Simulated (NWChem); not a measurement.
System: sulfur difluoride (SF2); SMILES S(F)F

Computed with NWChem. Pople sets run with spherical d functions. Structure relaxed at the PBE0/def2-SVP level. COSMO at M06-2X/6-31G*, default radii, gas-phase geometry; f = (ε − 1)/ε scales the surface charges.

```
row            f  electrostatic solvation energy (kcal/mol)
--------  ------  -----------------------------------------
ε = 2.0   0.5000                                      -0.87
ε = 2.4   0.5833                                   withheld
ε = 25.0  0.9600                                      -1.76
ε = 37.5  0.9733                                      -1.79
ε = 78.4  0.9872                                      -1.82
```

Problem. Fit a straight line of the last column on the one before it, predict the withheld value, and compare with the run.

Solution. 
1. Means of the 4 shown rows: x = 0.85513, y = -1.560. Slope Σ(x − x̄)(y − ȳ)/Σ(x − x̄)² = -0.3275/0.1685 = -1.944; intercept 0.102.
2. The shown rows scatter about the line by 0.003 (root mean square); the largest residual is 0.00, at ε = 25.0.
3. At x = 0.5833 (ε = 2.4; inside the shown range) the line gives -1.03.
4. The run gives -1.03, 0.00 from the line.
